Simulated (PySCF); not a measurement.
Computed spin Hamiltonian

Compound: C8H8Cl (doublet state).
Numbering: `[CH3:1][C:2]#[C:3][C:4]1[CH:5]=[C:6]([Cl:7])[CH2:8][CH2:9]1` (hydrogens: H10, H11, H12 on C1; H13 on C5; H14, H15 on C8; H16, H17 on C9)

The calculation used UKS B3LYP, pcH-1 on C Cl H, non-relativistic, mean-field spin-orbit, GIAO in PySCF 2.14.0. Isolated species at its GFN2-xTB geometry, gas phase. A GFN2-xTB geometry isn't a minimum of the functional, and hyperfine couplings can be far from their values at a DFT geometry. Stability of the SCF solution: not tested. ⟨S²⟩ is 0.779 where a pure state has 0.75.

```json
{"g1, g2, g3": "2.00184, 2.00506, 2.00524", "g_iso": "2.00405", "Form of g": "close to axial: the two nearest values differ by 5 % of g3 − g1", "⟨S²⟩": "0.7786 (exact 0.7500)", "α and β electrons": "37, 36"}
```

Hyperfine couplings atom by atom, in MHz; T1 to T3 are the principal values of the dipolar part; ρ(0) is the spin density at the nucleus:

| atom | isotope | a_iso | of which spin–orbit | T1 | T2 | T3 | Mulliken spin population | ρ(0) (bohr⁻³) |
| --- | --- | --- | --- | --- | --- | --- | --- | --- |
| C1 | 13C | -12.8 | 0.0 | -0.7 | 0.3 | 0.5 | -0.03 | -0.0114 |
| C2 | 13C | 28.9 | 0.0 | -29.2 | -21.9 | 51.1 | 0.34 | 0.0257 |
| C3 | 13C | -47.3 | 0.0 | -15.1 | -0.4 | 15.5 | -0.17 | -0.0421 |
| C4 | 13C | 50.5 | -0.1 | -45.5 | -44.8 | 90.3 | 0.53 | 0.0450 |
| C5 | 13C | -41.3 | 0.0 | -25.1 | 11.6 | 13.5 | -0.21 | -0.0367 |
| C6 | 13C | 53.2 | 0.3 | -42.4 | -41.0 | 83.5 | 0.45 | 0.0470 |
| Cl7 | 35Cl | 2.5 | -0.1 | -15.2 | -8.8 | 23.9 | 0.04 | 0.0060 |
| C8 | 13C | -15.4 | 0.0 | -0.5 | 0.2 | 0.3 | -0.04 | -0.0137 |
| C9 | 13C | -18.1 | 0.0 | -0.6 | 0.0 | 0.7 | -0.04 | -0.0161 |
| H10 | 1H | 45.9 | 0.0 | -2.0 | -1.4 | 3.5 | 0.02 | 0.0103 |
| H11 | 1H | 34.1 | 0.0 | -1.9 | -1.5 | 3.4 | 0.01 | 0.0076 |
| H12 | 1H | 5.2 | 0.0 | -1.8 | -1.6 | 3.4 | 0.00 | 0.0012 |
| H13 | 1H | 10.1 | 0.0 | -3.8 | -1.4 | 5.2 | 0.01 | 0.0023 |
| H14 | 1H | 52.9 | 0.0 | -2.9 | -1.4 | 4.3 | 0.02 | 0.0118 |
| H15 | 1H | 52.8 | 0.0 | -2.9 | -1.4 | 4.3 | 0.02 | 0.0118 |
| H16 | 1H | 55.4 | 0.0 | -3.1 | -1.4 | 4.5 | 0.02 | 0.0124 |
| H17 | 1H | 55.5 | 0.0 | -3.1 | -1.4 | 4.5 | 0.02 | 0.0124 |

The Mulliken spin populations are largest on C4 (+0.53), C6 (+0.45), C2 (+0.34) and C5 (-0.21). Three atoms exceed +0.15. The positive populations add up to 1.49 and the negative ones to -0.49, together 2S = 1. The angles at C4 add up to 360.0°, so it is planar.

The SMILES `CC#C[C]1C=C(Cl)CC1` draws the unpaired electron on C4, whose computed spin population is only +0.53.

Axes: g2 points within 10° of the C4–C5 bond and g3 points within 11° of the C5–C6 bond.

Under fast tumbling the dipolar parts average out, and these isotropic splittings remain: 2 × 1H (H16/H17, I = 1/2, 3 lines) with 1.98 mT, 2 × 1H (H14/H15, I = 1/2, 3 lines) with 1.88 mT, 3 × 1H (H10/H11/H12, I = 1/2, 4 lines) with 1.01 mT, 1 × 1H (H13, I = 1/2, 2 lines) with 0.36 mT and 1 × 35Cl (Cl7, I = 3/2, 4 lines) with 0.09 mT.

Means are taken over nuclei equivalent by connectivity, which assumes that they swap fast. The three 1H nuclei of mean +28.4 MHz run from 5.2 to 45.9 MHz in the frozen geometry.

Main isotope only: 35Cl (natural samples also hold 24 % 37Cl, magnetic too, which adds its own pattern).

The 13C coupling of C6 (53.2 MHz) shows only in satellite lines or after enrichment, since that isotope makes up about 1.07 % of natural carbon.
